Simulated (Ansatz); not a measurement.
Ansatz results at the PBE0-D4/def2-TZVP geometry: HOMO–LUMO gap (PBE/def2-TZVPP) 6.27 eV; LUMO energy (ωB97M-V/def2-TZVPP) 2.15 eV; HOMO–LUMO gap (PBE0/def2-TZVPP) 8.68 eV.

Each molecule was computed in one conformer, which needn't be the lowest.

Which molecule gave them?
A. `CO[Si](S)(Cl)Cl`
B. `O[Si](O)(F)Cl`
C. `C[SiH](F)N=C=O`
D. `CO[Si](N)(O)F`

D. The others give `CO[Si](S)(Cl)Cl`: 5.52, 1.83, 7.76; `C[SiH](F)N=C=O`: 6.58, 2.12, 8.94; `O[Si](O)(F)Cl`: 7.25, 1.80, 9.74.
